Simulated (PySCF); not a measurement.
CH₇BSSi.
Atom-mapped SMILES: `[BH2:1][SiH2:2][S:3][CH3:4]` (hydrogens: H5, H6 on B1; H7, H8 on Si2; H9, H10, H11 on C4)

Vertical excitations from PySCF (density fitting, frozen core in the response, grid level 2 and gas phase unless stated; continuum runs use non-equilibrium linear response for the excitations) on a GFN2-xTB geometry. Reference run:

```json
{"settings": "PBE0/def2-SVPD, full TDDFT, 6 singlets", "S1, eV (f)": "2.66 (0.001)", "S2, eV (f)": "4.33 (0.024)", "S3, eV (f)": "4.52 (0.027)", "S4, eV (f)": "5.03 (0.002)", "S5, eV (f)": "5.49 (0.003)", "S6, eV (f)": "6.07 (0.002)", "T1, eV (Tamm–Dancoff)": "2.51", "mean α (au)": "77.9"}
```

**Question.** What do these settings give: (1) KT2/def2-TZVP, TDA, 12 singlets; (2) HSE06/def2-SVPD, full TDDFT, 25 singlets; (3) LC-wPBE/def2-SVPD, grid level 4, full TDDFT, 25 singlets?

**Answer.** 
```json
{"settings": "KT2/def2-TZVP, TDA, 12 singlets", "S1, eV (f)": "1.81 (0.000)", "S2, eV (f)": "3.70 (0.039)", "S3, eV (f)": "4.16 (0.019)", "S4, eV (f)": "4.43 (0.003)", "S5, eV (f)": "5.09 (0.002)", "S6, eV (f)": "5.55 (0.001)", "T1, eV (Tamm–Dancoff)": "–", "mean α (au)": "77.5"}
{"settings": "HSE06/def2-SVPD, full TDDFT, 25 singlets", "S1, eV (f)": "2.60 (0.001)", "S2, eV (f)": "4.32 (0.030)", "S3, eV (f)": "4.47 (0.021)", "S4, eV (f)": "5.02 (0.002)", "S5, eV (f)": "5.47 (0.003)", "S6, eV (f)": "6.05 (0.001)", "T1, eV (Tamm–Dancoff)": "2.46", "mean α (au)": "78.2"}
{"settings": "LC-wPBE/def2-SVPD, grid level 4, full TDDFT, 25 singlets", "S1, eV (f)": "4.09 (0.001)", "S2, eV (f)": "4.51 (0.010)", "S3, eV (f)": "5.39 (0.001)", "S4, eV (f)": "5.82 (0.056)", "S5, eV (f)": "5.91 (0.003)", "S6, eV (f)": "7.08 (0.013)", "T1, eV (Tamm–Dancoff)": "3.48", "mean α (au)": "74.4"}
```

(1) S1 moves by -0.85 eV; functional, basis and response scheme change together, so the shift can't be laid on one. (2) S1 moves by -0.06 eV (HSE06 has 25 % exact exchange at short range alone, PBE0 25 % exact exchange). (3) S1 moves by +1.43 eV (LC-wPBE has range-separated exact exchange, PBE0 25 % exact exchange). States are counted by energy in each run and needn't keep their character from row to row.

KT2 was designed for NMR shieldings or shifts; total energies of different functionals aren't comparable.

**Question.** Give the leading configurations of S1 (H = HOMO, L = LUMO) and the HOMO–LUMO gap of each run.

**Answer.** 
```csv
settings,S1 configurations (weight),S1 (eV),orbital gap (eV),S1 − gap (eV)
"PBE0/def2-SVPD, full TDDFT, 6 singlets",H→L 1.00,2.66,3.81,-1.15
"KT2/def2-TZVP, TDA, 12 singlets",H→L 1.00,1.81,1.75,+0.06
"HSE06/def2-SVPD, full TDDFT, 25 singlets",H→L 1.00,2.60,3.04,-0.44
"LC-wPBE/def2-SVPD, grid level 4, full TDDFT, 25 singlets",H→L 0.95,4.09,8.78,-4.69
```

Conformer computed: `[BH2:1][SiH2:2][S:3][CH3:4]`: B1–Si2–S3–C4 -176°.

One conformer stands for the species.
